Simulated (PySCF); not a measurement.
A structure optimised at PBE-D3(BJ)/def2-SVP, used in a PySCF frequency run:

```xyz
12

C      1.3947    -2.3163     0.0000
C      0.5130    -1.1090     0.0000
Cl    -1.2145    -1.5038     0.0000
C      0.8702     0.1911     0.0000
Si    -0.3604     1.5980     0.0000
F      0.5161     2.9899     0.0000
H      1.1959    -2.9466    -0.8915
H      1.1959    -2.9466     0.8915
H      2.4602    -2.0178     0.0000
H      1.9523     0.4120     0.0000
H     -1.2131     1.5937    -1.2350
H     -1.2131     1.5937     1.2350
```
Charge 0, spin multiplicity 1.

Task: Write its SMILES, formula and point group.

Result: C/C(Cl)=C/[SiH2]F, C₃H₆ClFSi, Cs

Task: What are its rotational constants (standard atomic weights)?

Result: 4.3695, 1.1647, 0.93553 GHz
